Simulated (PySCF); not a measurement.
Numbering as in the mapped SMILES `[N:1]#[C:2]/[CH:3]=[CH:4]\[C:5]1=[CH:6][CH2:7][SiH2:8][CH2:9][O:10]1`. Each H is labelled by its parent atom.

Gas phase, one computed conformer, rapidly exchanging positions averaged, relativity neglected. Geometry: GFN2-xTB; shielding tensors at PBE0/pcSseg-1 (GIAO); PySCF 2.14.0 with density-fitted response routines.

**Question.** Predict the 2D correlation tables (HSQC, COSY, HMBC).

**Answer.** 

HSQC (one-bond C–H):
```
          δH          δC
6.39 (H(C4))  153.3 (C4)
5.32 (H(C6))  115.9 (C6)
5.17 (H(C3))  101.3 (C3)
4.34 (H(C9))   54.9 (C9)
1.76 (H(C7))    7.1 (C7)
```

COSY cross peaks (H two or three bonds apart, from the bond graph; peaks can be absent where the dihedral angle is near 90°):
```
           δH             δH
 6.39 (H(C4))   5.17 (H(C3))
 5.32 (H(C6))   1.76 (H(C7))
 4.34 (H(C9))  4.14 (H(Si8))
4.14 (H(Si8))   1.76 (H(C7))
```

HMBC (two and three bonds, from the bond graph):
```
           δH                                              δC
 6.39 (H(C4))  160.7 (C5), 122.2 (C2), 115.9 (C6), 101.3 (C3)
 5.32 (H(C6))                160.7 (C5), 153.3 (C4), 7.1 (C7)
 5.17 (H(C3))              160.7 (C5), 153.3 (C4), 122.2 (C2)
 4.34 (H(C9))                            160.7 (C5), 7.1 (C7)
4.14 (H(Si8))                 115.9 (C6), 54.9 (C9), 7.1 (C7)
 1.76 (H(C7))               160.7 (C5), 115.9 (C6), 54.9 (C9)
```

Scale: $^{1}$H, $^{13}$C against TMS (reference shieldings calculated alike).

Short H···H contacts in this conformer between protons four or more bonds apart (candidates for NOE cross peaks, intensity ∝ r⁻⁶): H(C4)···H(C6) 2.27 Å.

Shifts are as computed. Against solution values, carbons near 30 ppm lie about +3 ppm off and those near 130 ppm about +5 ppm. Of 1211 compounds with measured shifts, 218 miss one by over three times the rms of a fit or turn the order of signals round; such compounds aren't used in these exercises.
